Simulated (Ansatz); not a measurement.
A nudged elastic band was laid between two geometries of H2Se2 (4 atoms, charge 0, multiplicity 1).

Method: RKS PBE-D4/def2-SVP in Ansatz.

| Property | Result |
| --- | --- |
| movable images | 7 |
| climbing image | yes |
| spring | 5.0 eV/Å² |
| optimiser | quadratic models (default) |
| start path | through a guess of the saddle point |
| force threshold | 0.03 eV/Å |
| iteration limit | 60 |
| end points | relaxed |

Image 0:

```xyz
4
Properties=species:S:1:pos:R:3
Se 0.515 -1.144 0.352
Se 0.488 1.180 -0.013
H -0.820 -1.238 1.013
H -0.128 1.142 -1.372
```

Image 8:

```xyz
4
Properties=species:S:1:pos:R:3
Se 1.540 -1.297 0.077
Se 0.153 0.469 0.327
H -1.245 -0.071 0.629
H -0.393 0.838 -1.054
```

**Question.** Which bonds break or form, and what moves?

**Answer.** Bonds broken: Se1–H3. Bonds formed: Se2–H3.

**Question.** Give the energies along the band, and the barrier.

**Answer.** It converged. The highest image is number 5 of 0 to 8, 171.2 kJ/mol above the first end and 59.2 kJ/mol above the last; the last end lies 112.0 kJ/mol above the first. A vibrational analysis at the climbing image gives one clearly imaginary mode, 822i cm⁻¹: a first-order saddle point. The orbitals stay closed-shell, which can raise the energy where a bond breaks towards radicals; this wasn't checked here.

```csv
image,path coordinate (Å),energy (kJ/mol),Se1–H3 (Å),Se2–H3 (Å)
0,0.00,0.0,1.49,2.93
1,0.32,6.0,1.48,2.76
2,0.63,34.3,1.48,2.42
3,0.95,84.4,1.55,2.03
4,1.26,146.1,1.83,1.70
5,1.58,171.2,2.20,1.52
6,1.85,153.7,2.51,1.47
7,2.12,123.4,2.81,1.49
8,2.39,112.0,3.09,1.53
```

**Question.** What is the geometry of the highest image?

**Answer.** 
```xyz
4
Properties=species:S:1:pos:R:3
Se 1.000 -1.512 0.260
Se 0.210 0.766 0.270
H -0.820 -0.309 0.578
H -0.335 0.996 -1.127
```

**Question.** What are the harmonic wavenumbers there?

**Answer.** 822i, 261, 639, 846, 2097, 2132 cm⁻¹.

The band took 7 iterations and about 80 core-seconds.

The run took 77 s on 1 CPU thread of a shared host.
